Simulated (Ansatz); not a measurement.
Start from `C[S][Mg][NH2]` and change one atom or group to get `C[S][Mg][OH]`.

Ansatz, PBE0-D4/def2-TZVP geometries, multiplicity 1. Each molecule was computed in one conformer, which needn't be the lowest.

```csv
property,`C[S][Mg][NH2]`
HOMO energy (PBE0/def2-TZVPP) / eV,-6.40
HOMO energy (B3LYP/def2-TZVPP) / eV,-6.17
HOMO–LUMO gap (PBE/def2-TZVPP) / eV,3.39
LUMO energy (PBE/def2-TZVPP) / eV,-1.69
zero-point energy (PBE0-D4/def2-TZVP) / kJ/mol,165.1
LUMO energy (B3LYP/def2-TZVPP) / eV,-1.27
```

Task: What does the change do to each property? (Best estimate.)

Result: Ansatz gave: 
```csv
property,`C[S][Mg][OH]`,shift
HOMO energy (PBE0/def2-TZVPP) / eV,-6.49,-0.09
HOMO energy (B3LYP/def2-TZVPP) / eV,-6.26,-0.09
HOMO–LUMO gap (PBE/def2-TZVPP) / eV,3.49,0.10
LUMO energy (PBE/def2-TZVPP) / eV,-1.85,-0.16
zero-point energy (PBE0-D4/def2-TZVP) / kJ/mol,133.1,-32.0
LUMO energy (B3LYP/def2-TZVPP) / eV,-1.42,-0.15
```

The zero-point energy changes by -32.0 kJ/mol with -3 modes.

B3LYP here is the variant with VWN-RPA as its local correlation; programs differ in this.
